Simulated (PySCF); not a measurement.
# Atomic charges by several schemes

C₆H₉NO.
SMILES with atom numbers: `[NH2:1][C:2](=[O:3])[CH:4]=[C:5]1[CH2:6][CH2:7][CH2:8]1` (hydrogens: H9, H10 on N1; H11 on C4; H12, H13 on C6; H14, H15 on C7; H16, H17 on C8)

Structure used (GFN2-xTB), in Å, numbered top down from 1:
```
atom  x, y, z in Å
N1     3.2439    0.2612   -0.0372
C2     1.9211    0.4205   -0.3185
O3     1.5512    1.0706   -1.2766
C4     1.0161   -0.2515    0.6308
C5    -0.3047   -0.1827    0.5013
C6    -1.2060    0.4869   -0.4875
C7    -2.4181   -0.0666    0.2840
C8    -1.4575   -0.7421    1.2821
H9     3.9209    0.6861   -0.6475
H10    3.5688   -0.2856    0.7385
H11    1.4628   -0.8058    1.4451
H12   -1.0846    0.1274   -1.5076
H13   -1.1079    1.5706   -0.5069
H14   -3.0576    0.6951    0.7237
H15   -3.0343   -0.7604   -0.2830
H16   -1.5226   -0.3808    2.3081
H17   -1.4985   -1.8310    1.3007
```

Density: PBE0/pcSseg-1 (PySCF); schemes: Mulliken, IAO, Hirshfeld and ESP-fitted. Geometry: GFN2-xTB, one conformer, isolated molecule.

Task: Atoms with like bonding are taken together and averaged. Which atoms carry the lowest charge in the Mulliken, IAO, Hirshfeld and ESP-fitted schemes?

Result: The schemes don't all agree: Mulliken O3 (-0.442); IAO O3 (-0.520); Hirshfeld O3 (-0.295); ESP-fitted N1 (-0.983).

Task: For which atoms does the sign change between the 4 schemes (beyond +0.03 e in one, beyond −0.03 e in another)?

Result: C5.

Task: Give the atomic charges in each scheme.

Result: In e; atoms taken as equivalent share a row and are averaged (×n: the atom named and its like, n in all):

```csv
atom,environment,Mulliken,IAO,Hirshfeld,ESP-fitted
N1,amide nitrogen,-0.416,-0.514,-0.179,-0.983
C2,amide carbonyl carbon,+0.481,+0.435,+0.159,+0.973
O3,amide oxygen,-0.442,-0.520,-0.295,-0.629
C4,alkene CH carbon,-0.159,-0.261,-0.095,-0.843
C5,fully substituted alkene carbon,-0.283,+0.081,+0.037,+0.437
C6,allylic carbon,-0.096,-0.273,-0.071,-0.151
C7,four-membered-ring carbon,-0.237,-0.269,-0.069,-0.201
C8,allylic carbon,-0.118,-0.283,-0.069,-0.137
H9,amide N–H hydrogen,+0.191,+0.284,+0.137,+0.404
H10,amide N–H hydrogen,+0.189,+0.273,+0.135,+0.420
H11,vinylic hydrogen,+0.077,+0.138,+0.039,+0.236
H12/H13,methylene hydrogen,+0.146,+0.165,+0.049,+0.090
H14/H15,methylene hydrogen,+0.122,+0.138,+0.040,+0.079
H16/H17,methylene hydrogen,+0.139,+0.152,+0.047,+0.066
```

Mean size of the charges over all atoms: ESP-fitted 0.346 e, IAO 0.249 e, Mulliken 0.206 e, Hirshfeld 0.092 e. Each set sums to the total charge, 0, to within 0.001 e. The IAO scheme projects the occupied orbitals on a minimal set of polarised atomic orbitals and counts the electrons in each atom's part of it.

Task: How many electrons does the Hirshfeld scheme count on O3?

Result: Z − q = 8 − (-0.295) ≈ 8.296.

Task: How closely do the schemes follow one another over all atoms?

Result: Correlation coefficient and root-mean-square difference: IAO with Hirshfeld 0.96, 0.174 e; Mulliken with IAO 0.91, 0.119 e; IAO with ESP-fitted 0.89, 0.255 e; Mulliken with Hirshfeld 0.88, 0.149 e; Hirshfeld with ESP-fitted 0.87, 0.373 e; Mulliken with ESP-fitted 0.78, 0.319 e.

These values come from a run that also computed NMR shieldings. The run took 41 s of wall time on an Arm Neoverse N1 with one thread (shared host), and the process peaked at 0.82 GiB of memory.
